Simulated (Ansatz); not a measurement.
`F[SiH]([SiH3])Cl` + `BNCC` → `BN([SiH3])CC` + `F[SiH2]Cl`  (cleavage of the Si–Si bond)

Program: Ansatz. Geometries: PBE0-D4/def2-TZVP. ΔE: electronic, gas phase. CCSD(T)/CBS is the MP2 limit (def2-TZVPP, def2-QZVPP) plus CCSD(T) − MP2 in def2-TZVPP, frozen cores. This one scheme is used for every species. DFT in def2-TZVPP. Each species was taken in one conformer, which may not be the lowest.

| level | ΔE (kJ/mol) | difference from CCSD(T)/CBS |
| --- | --- | --- |
| revPBE-D4 | -21.0 | 19.9 |
| BLYP-D4 | -30.4 | 10.5 |
| PBE0-D4 | -22.8 | 18.1 |
| B2PLYP | -38.0 | 2.9 |
| PBE | -11.7 | 29.2 |
| revPBE | -8.0 | 32.9 |
| r2SCANh | -29.9 | 11.0 |
| CAM-B3LYP | -34.7 | 6.2 |
| CCSD/def2-SVP | -37.2 | 3.7 |
| HF/def2-TZVPP | -47.2 | -6.3 |
| CCSD(T)/CBS | -40.9 | 0 |

Largest T1 diagnostic among the species: 0.012.

The D4 term adds −6.1 kJ/mol with B3LYP and −3.3 kJ/mol with PBE0; it sums over pairs of atoms, weighted by their polarisabilities, and B3LYP, whose exchange is more repulsive, gets the larger term. At CCSD(T), def2-SVP lies +3.6 kJ/mol from the extrapolated value and def2-TZVPP −1.7 kJ/mol. From BLYP to BHLYP (50 % exact exchange), in def2-TZVPP and without D4, ΔE moves by −16.3 kJ/mol.

B3LYP here is the variant with VWN-RPA as its local correlation; programs differ in this.
